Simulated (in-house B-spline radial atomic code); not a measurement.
A fraction x of an electron is removed from 1s in B3+, starting from 1s2 and keeping the highest spin. Method: non-relativistic CAM-B3LYP, spin-polarised, spherical fractional occupations, point nucleus. Calculated with a B-spline radial code for spherical atoms.

Caution: exact exchange at fractional occupations of open shells leaves self-interaction of up to several eV.

```tsv
x	E(x) - E(0) (eV)	1s down level (eV)
0	0.0000	-239.529
0.05	12.0303	-241.681
0.25	61.2166	-250.136
0.37	91.5290	-255.046
0.39	96.6380	-255.848
0.5	125.0202	-260.163
0.53	132.8423	-261.307
0.67	169.7874	-266.410
0.83	212.8372	-271.538
0.9	231.9078	-273.228
```
